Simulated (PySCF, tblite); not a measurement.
Species: C₄H₁₅BN₂Si₂.
Geometry (GFN2-xTB, Å), atoms numbered from 1 in this order:
```xyz
24
C4H15BN2Si2 angstrom
C     -0.5601    2.6332   -0.7342
C     -1.1123    1.8012    0.1352
Si    -0.5771    0.0112    0.4075
Si    -2.2602   -1.3795   -0.3502
N     -1.8569   -2.9946    0.1168
N      0.9560   -0.2638   -0.4236
C      0.9101   -1.2300   -1.5117
B      2.1580    0.3912   -0.1363
C      2.3098    1.4738    1.0073
H      0.2870    2.3320   -1.3296
H     -0.9078    3.6445   -0.8862
H     -1.9588    2.1499    0.7156
H     -0.3073   -0.1711    1.8533
H     -3.5636   -0.9299    0.1855
H     -2.4635   -1.4982   -1.8002
H     -2.4866   -3.7414   -0.1317
H     -1.4998   -3.1570    1.0448
H      0.2758   -0.8694   -2.3253
H      1.9106   -1.3955   -1.9075
H      0.5100   -2.1849   -1.1668
H      3.1054    0.1240   -0.7863
H      1.4198    1.6204    1.6122
H      2.5703    2.4404    0.5769
H      3.1295    1.2131    1.6757
```

Jobs on this species (24 atoms, 86 electrons) with PySCF (density fitting) and tblite. Hardware of each: Arm Neoverse N1, one thread, shared host. Times come from a shared host and carry two figures at best.

**Question.** Rank these jobs by wall time, shortest first.
A. GFN2-xTB; L-BFGS relaxation
B. GFN2-xTB; Hessian by finite differences
C. PBE0/pcSseg-1; shieldings, charges and field gradients; 242 basis functions

**Answer.** B (2.5 s), A (5.1 s), C (1.8 min).

All jobs:

```tsv
level and settings	work	basis functions	SCF cycles	wall time
GFN2-xTB	Hessian by finite differences	–	–	2.5 s
GFN2-xTB	L-BFGS relaxation	–	–	5.1 s
PBE0/pcSseg-1	shieldings, charges and field gradients	242	14	1.8 min
```

**Question.** What do all jobs in the table cost together?

**Answer.** About 1.9 min; the longest takes about 93 % of that, and about 43 times as long as the shortest.
